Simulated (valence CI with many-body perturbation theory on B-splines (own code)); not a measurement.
# Run record, Nb34+

Calculated by valence CI with perturbative core correlation (CI+MBPT): five valence electrons over a frozen Dirac-Fock core [He], a basis of 11 s, 11 p, 10 d, 8 f, 5 g, 2 h functions for each j, with the one-electron correlation potential Σ1 (screened to all orders), the two-electron term Σ2, the three-electron term Σ3, Breit, model QED; selected single and double excitations, second order for the rest, scaled by the run's own slope (own B-spline code, finite nucleus).

Command, and the settings that its task file holds:

```sh
python run_cv.py task.json out
```

```
atom Nb  Z=41  mass_number=93  rms_radius_fm=4.3240
core [He]
valence 2s2 2p3
avg = 1
basis = M
breit = 1
cap = 32000
capref = 2000
cscale = 1
de = 0.0
dress = 0
eps = 2e-08
extrap = 1
h = 0.27
hh = 1
l2 = 3
lcore = 6
maxit = 60
n2 = 5
natural = 1
nlev = 150
nno = [5, 5, 5, 4, 2, 1]
nroot = 36
nsp = [6, 6, 5, 4, 3, 1]
pt2 = 1
qed = 1
rpa = 1
s1 = 1
s2 = 1
s3 = 1
screen = 1
tol = 2e-05
whole = 1
```

(1) Roughly how long does this run take on one core of Arm Neoverse V1, and how much memory?

Log. The first blocks belong to the next ion, which gives the ionisation energy. Fields: 2J, parity (1 odd), roots, reference size, generating configurations, candidates as configurations/state functions, variational space P, stored matrix elements, Davidson steps; e2 is the range of second-order energies in hartree. The first line gives the box (bohr), its intervals, the orbitals and the steps of their self-consistent field. Window is the range of levels sought, series limit the energy at which the first omitted orbital would enter, core excitation an estimate of the first excitation out of the core, left out the lowest levels not solved, and shifts from estimates the range by which levels moved from their first estimate, all in cm⁻¹.

```
rmax 4.3 intervals 59 orbitals 83 references ['2s2 2p3', '2s 2p4', '2p5'] scf 3 t 0.6
2J=0 par=0 roots 2 ref 28 generators 4 cand 2245/3164 P 2271/3192 nnz 1.3e+06 it 5
2J=0 par=0 roots 2 ref 28 generators 6 cand 2027/2886 P 4298/6078 nnz 4.3e+06 it 5
   second order: generators 10 cand 16746/29359 e2 -0.00003 -0.00002
reference levels 1234, estimated 759, window 24000803 1/cm; series limit 33788090, core excitation 135344012
2J=3 par=1 roots 36 ref 159 generators 23 cand 436/2043 P 1821/7241 nnz 5.3e+06 it 7
2J=3 par=1 roots 36 ref 159 generators 26 cand 3877/24739 P 5698/31980 nnz 6e+07 it 10
   second order: generators 73 cand 165483/1630030 e2 -0.04786 -0.00862
2J=5 par=1 roots 31 ref 151 generators 18 cand 361/2056 P 1617/7248 nnz 6.1e+06 it 8
2J=5 par=1 roots 31 ref 151 generators 23 cand 3298/24437 P 4915/31685 nnz 6.6e+07 it 8
   second order: generators 65 cand 156316/1993827 e2 -0.04058 -0.01275
2J=1 par=1 roots 27 ref 101 generators 21 cand 566/2057 P 2431/7236 nnz 4.6e+06 it 6
2J=1 par=1 roots 27 ref 101 generators 25 cand 5551/24761 P 7982/31997 nnz 4.8e+07 it 8
   second order: generators 63 cand 138405/846054 e2 -0.02097 -0.00764
2J=5 par=0 roots 28 ref 152 generators 22 cand 462/2051 P 1818/7217 nnz 5.4e+06 it 7
2J=5 par=0 roots 28 ref 152 generators 25 cand 3828/24477 P 5646/31694 nnz 5.9e+07 it 8
   second order: generators 67 cand 144422/1783368 e2 -0.02373 -0.01194
2J=1 par=0 roots 26 ref 102 generators 23 cand 559/1954 P 2466/7135 nnz 4.3e+06 it 7
2J=1 par=0 roots 26 ref 102 generators 26 cand 5944/24730 P 8410/31865 nnz 4.8e+07 it 8
   second order: generators 72 cand 136551/807762 e2 -0.01566 -0.00492
2J=3 par=0 roots 34 ref 155 generators 22 cand 369/2059 P 1747/7239 nnz 5.4e+06 it 8
2J=3 par=0 roots 34 ref 155 generators 25 cand 4062/24510 P 5809/31749 nnz 5.7e+07 it 8
   second order: generators 69 cand 146368/1414512 e2 -0.02513 -0.01029
2J=7 par=1 roots 18 ref 113 generators 11 cand 330/1884 P 1755/7135 nnz 5.7e+06 it 8
2J=7 par=1 roots 18 ref 113 generators 12 cand 3671/26124 P 5426/33259 nnz 7.3e+07 it 8
   second order: generators 42 cand 125635/1754177 e2 -0.02723 -0.00995
2J=7 par=0 roots 12 ref 102 generators 12 cand 512/2033 P 1847/7131 nnz 5.4e+06 it 5
2J=7 par=0 roots 12 ref 102 generators 14 cand 3855/24562 P 5702/31693 nnz 6e+07 it 8
   second order: generators 37 cand 107769/1560795 e2 -0.03464 -0.00942
2J=9 par=0 roots 4 ref 59 generators 5 cand 892/3062 P 2012/6902 nnz 4.5e+06 it 5
2J=9 par=0 roots 4 ref 59 generators 6 cand 5709/35606 P 7721/42508 nnz 1e+08 it 6
   second order: generators 20 cand 74703/1024031 e2 -0.01082 -0.00485
2J=9 par=1 roots 7 ref 65 generators 6 cand 465/2204 P 1602/6400 nnz 4.6e+06 it 9
2J=9 par=1 roots 7 ref 65 generators 7 cand 3639/25481 P 5241/31881 nnz 7.3e+07 it 9
   second order: generators 21 cand 98195/1718943 e2 -0.02578 -0.00563
2J=11 par=1 roots 2 ref 33 generators 4 cand 1569/4901 P 2359/7441 nnz 4.6e+06 it 5
2J=11 par=1 roots 2 ref 33 generators 4 cand 4978/37880 P 7337/45321 nnz 1.1e+08 it 6
   second order: generators 11 cand 53367/834479 e2 -0.00478 -0.00461
left out: unestimated 30501618, estimated 25026600, shifts from estimates -17040 to 345
operators 0.2
```

The Davidson iterations converged.

The last digits are not significant, and no measured levels were compared; by estimate large intervals hold to a few tenths of a per cent, small ones and those within an open d or f shell to about a per cent. Among the levels kept, up to 10000 cm⁻¹ of a level comes from second order outside the variational space, and about a tenth of that is noise between levels of different J, which matters for small intervals.

```yaml
Valence_energy: -921.3903 hartree
Ionisation_energy: "4542.5 eV (NIST: 4540 ± 30 eV (semi-empirical))"
Reference_configurations_for_the_orbitals: 2s2 2p3, 2s 2p4, 2p5
Radial_orbitals: 83
Box_radius: 4.266 bohr
Largest_variational_space: 45321
Lowest_levels: (2s^2 2p1/2^2 2p3/2) J=3/2 0.00, (2s^2 2p1/2 2p3/2^2) J=3/2 88.01, (2s^2 2p1/2 2p3/2^2) J=5/2 103.36, (2s^2 2p1/2 2p3/2^2) J=1/2 123.63, (2s^2 2p3/2^3) J=3/2 211.82, (2s 2p1/2^2 2p3/2^2) J=5/2 237.59, (2s 2p1/2^2 2p3/2^2) J=1/2 281.76, (2s 2p1/2^2 2p3/2^2) J=3/2 282.27, (2s 2p1/2 2p3/2^3) J=3/2 [a] 345.76, (2s 2p1/2 2p3/2^3) J=5/2 367.55, (2s 2p1/2 2p3/2^3) J=1/2 390.27, (2s 2p1/2 2p3/2^3) J=3/2 [b] 402.08, (2s 2p3/2^4) J=1/2 496.11, (2p1/2^2 2p3/2^3) J=3/2 568.44 eV
```

Levels are named by their leading jj configuration (3d3/2^4 stands for four electrons in 3d with j = 3/2), which in mixed levels can hold well under half, so a name can repeat and another be missing. Letters in brackets count levels of one name in rising energy.

Results:

(1) 3.3 min on 1 thread of Arm Neoverse V1, with other jobs on the host, peak memory 1.3 GiB.
